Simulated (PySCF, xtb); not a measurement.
C₄H₅, SMILES C#C[CH]C, multiplicity 2.

Harmonic wavenumbers (cm⁻¹) from GFN2-xTB run with xtb at its own minimum, in rising order: 102, 182, 314, 464, 472, 569, 648, 921, 991, 1081, 1167, 1360, 1392, 1463, 1481, 2111, 2941, 2968, 3043, 3068, 3395.

### Question
What does PBE-D3(BJ)/def2-SVP in PySCF give at its own minimum? (Estimate from the structure and the level; the computed values follow.)

### Answer
94, 202, 392, 413, 535, 594, 618, 858, 952, 1052, 1133, 1324, 1344, 1392, 1421, 1990, 2940, 2998, 3073, 3086, 3403. Paired by order, the mean absolute difference is 41 cm⁻¹ and the zero-point energies are 43.1 and 42.6 kcal/mol.
